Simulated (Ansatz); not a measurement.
Geometry optimisation, Ansatz, UKS PBE0-D4/def2-SVP.

The input (input.yaml):

```yaml
crystal:
  periodic: [false, false, false]
  atoms:
    - { symbol: W, position_ang: [0.0, 0.0, -0.512375] }
    - { symbol: H, position_ang: [-1.0e-06, 0.0, 1.20857] }
    - { symbol: H, position_ang: [1.372919, 0.0, 0.442777] }
    - { symbol: H, position_ang: [0.0, 1.372919, 0.442777] }
    - { symbol: H, position_ang: [-1.372919, 0.0, 0.442777] }
    - { symbol: H, position_ang: [0.0, -1.372919, 0.442777] }
    - { symbol: H, position_ang: [0.0, 0.0, -2.354983] }
    - { symbol: H, position_ang: [0.0, 0.0, 3.067678] }
magnetization:
  spin_polarized: true
  initial_magnetization: 1
basis:
  gaussian: { orbitals: def2-SVP }
hamiltonian:
  xc: pbe0
  dispersion: d4
relax:
  f_tol: 0.03
  max_steps: 50
output:
  orbitals: {}
```

Launched with:

```bash
$ ansatz run input.yaml --threads 1 --pin off --max-ram 2048MiB --backend cpu --events-out ev --progress --plain --runs-dir out
```

**Question.** Where does it end, and by what steps?

**Answer.** The forces met the threshold. After 29 steps the energy has fallen by 3.538 eV; H8 moved furthest, 1.38 Å. Joined: W1–H8 (3.58 → 1.98 Å), H2–H8 (1.86 → 0.83 Å).

```json
{"step": "0", "energy less start (eV)": "0.0000", "largest force component (eV/Å)": "0.048", "accepted": "yes"}
{"step": "2", "energy less start (eV)": "-0.0080", "largest force component (eV/Å)": "0.187", "accepted": "yes"}
{"step": "4", "energy less start (eV)": "-0.8895", "largest force component (eV/Å)": "4.882", "accepted": "yes"}
{"step": "6", "energy less start (eV)": "-2.8202", "largest force component (eV/Å)": "1.337", "accepted": "yes"}
{"step": "8", "energy less start (eV)": "-2.8898", "largest force component (eV/Å)": "0.194", "accepted": "yes"}
{"step": "10", "energy less start (eV)": "-2.9488", "largest force component (eV/Å)": "0.076", "accepted": "yes"}
{"step": "12", "energy less start (eV)": "-2.9766", "largest force component (eV/Å)": "0.229", "accepted": "yes"}
{"step": "14", "energy less start (eV)": "-2.9813", "largest force component (eV/Å)": "0.747", "accepted": "no"}
{"step": "16", "energy less start (eV)": "-3.0618", "largest force component (eV/Å)": "0.262", "accepted": "yes"}
{"step": "18", "energy less start (eV)": "-3.1540", "largest force component (eV/Å)": "0.194", "accepted": "yes"}
{"step": "20", "energy less start (eV)": "-3.3158", "largest force component (eV/Å)": "0.342", "accepted": "yes"}
{"step": "22", "energy less start (eV)": "-3.5044", "largest force component (eV/Å)": "0.512", "accepted": "yes"}
{"step": "24", "energy less start (eV)": "-3.5265", "largest force component (eV/Å)": "0.118", "accepted": "yes"}
{"step": "26", "energy less start (eV)": "-3.5252", "largest force component (eV/Å)": "0.275", "accepted": "no"}
{"step": "28", "energy less start (eV)": "-3.5376", "largest force component (eV/Å)": "0.047", "accepted": "no"}
{"step": "29", "energy less start (eV)": "-3.5380", "largest force component (eV/Å)": "0.014", "accepted": "yes"}
```

```xyz
8
Properties=species:S:1:pos:R:3
W 0.173 0.000 -0.157
H -0.314 0.000 1.748
H 1.683 0.000 0.649
H -0.553 1.473 0.219
H -1.319 0.000 0.614
H -0.553 -1.473 0.219
H 0.366 0.000 -1.904
H 0.517 0.000 1.792
```

Time of the run: 120 s on 1 thread of Arm Neoverse V2 (shared host), peak memory 0.17 GiB.
